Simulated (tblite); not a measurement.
Problem. Give a GFN2-xTB geometry of InChI=1S/C6H12FO/c1-3-6(7)5-8-4-2/h3,6H,4-5H2,1-2H3/t6-/m1/s1. (Doublet state.)

Solution. 
```
atom  x, y, z in Å
C1     3.199   -0.397   -0.796
C2     2.269    0.740   -0.646
C3     0.808    0.552   -0.659
F4     0.446   -0.403   -1.604
C5     0.257    0.078    0.723
O6    -1.080    0.404    0.947
C7    -2.015   -0.334    0.178
C8    -3.411   -0.011    0.686
H9     3.465   -0.830    0.177
H10    4.128   -0.077   -1.266
H11    2.746   -1.184   -1.396
H12    2.642    1.697   -0.328
H13    0.282    1.474   -0.939
H14    0.820    0.583    1.511
H15    0.423   -1.007    0.790
H16   -1.807   -1.409    0.281
H17   -1.931   -0.072   -0.885
H18   -3.603    1.053    0.585
H19   -3.496   -0.279    1.735
H20   -4.150   -0.565    0.113
```

Orientation and origin are arbitrary. Atoms count from 1 in this order. C2 (carbon bonded to 2 C and H) is almost planar (angles 121.7°, 119.8° and 117.4°, sum 358.9°, 0.08 Å off the plane of its three neighbours). The C–C distances run from 1.473 Å (C2–C3, drawn single) to 1.561 Å (C3–C5, drawn single), a spread of 0.088 Å. The 2 C–O bonds span 1.395 Å (C5–O6, drawn single) to 1.419 Å (O6–C7, drawn single), a spread of 0.024 Å. Of the pairs four or more bonds apart, F4···H11 is among the closest relative to their van der Waals radii: 2.44 Å, 91 % of the sum of Bondi's values.

Bonds between heavy atoms (Å): C1–C2 1.476, C2–C3 1.473, C3–F4 1.392, C3–C5 1.561, C5–O6 1.395, O6–C7 1.419, C7–C8 1.520.

The geometry is computed with GFN2-xTB (gas phase). This method treats the open shell by occupation alone, without spin polarisation.

Point group: C1 (no symmetry element, even within 0.4 Å). Its GFN2-xTB frequencies are all real (lowest 40 cm⁻¹). Torsions: C1–C2–C3–F4 -39°, C2–C3–C5–O6 155°, C3–C5–O6–C7 71°, C5–O6–C7–C8 172°. 2 starts were optimised and ended at 0.00 and 2.51 kcal/mol (GFN2-xTB); the lowest of these is shown.

One conformer stands for the species.
